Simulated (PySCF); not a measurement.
**SMILES [OH][Cu]<-[AsH3], AsCuH4O**

Geometry (Å), atoms numbered from 1 in this order:
```xyz
7

Cu   -0.0314    0.0559   -1.0663
As   -0.0677    0.0845    1.1747
H     1.1661   -0.0234    1.9934
H    -0.7910   -0.9195    1.9952
H    -0.5879    1.2266    1.9609
O    -0.0585    0.1530   -2.8074
H     0.3704   -0.5771   -3.2505
```

Method used: PySCF 2.14.0, GIAO PBE0/def2-SVP (def2-TZVP on Cu) magnetisability, rotational g tensor and spin-rotation constants, non-relativistic, gas phase. Geometry: GFN2-xTB.

The calculation is non-relativistic, which matters for the atoms heavier than Zn.

Question: Give the nuclear spin-rotation constants along the inertial axes (H = +C I·J) beside the isotropic shieldings.

Answer: Rotational constants 93.4474, 1.5644, 1.5608 GHz. A star marks the isotopologue with that one atom substituted, in its own axes.
| atom | isotope | Caa (kHz) | Cbb (kHz) | Ccc (kHz) | mean (kHz) | σ (ppm) |
| --- | --- | --- | --- | --- | --- | --- |
| Cu1 | 63Cu | 22.669 | 5.083 | 5.090 | 10.947 | 1008.7 |
| As2 | 75As | 88.016 | 1.590 | 1.569 | 30.392 | 1930.0 |
| H3 | 1H | -6.689 | -0.120 | -0.069 | -2.293 | 28.5 |
| H4 | 1H | -6.481 | -0.139 | -0.053 | -2.224 | 28.5 |
| H5 | 1H | -6.741 | -0.022 | -0.167 | -2.310 | 28.6 |
| H7 | 1H | -8.896 | -0.014 | -0.190 | -3.033 | 31.3 |
| O6 | 17O* | -3.666 | -0.162 | -0.066 | -1.298 | 321.0 |

For the geometry as given, no vibrational averaging.
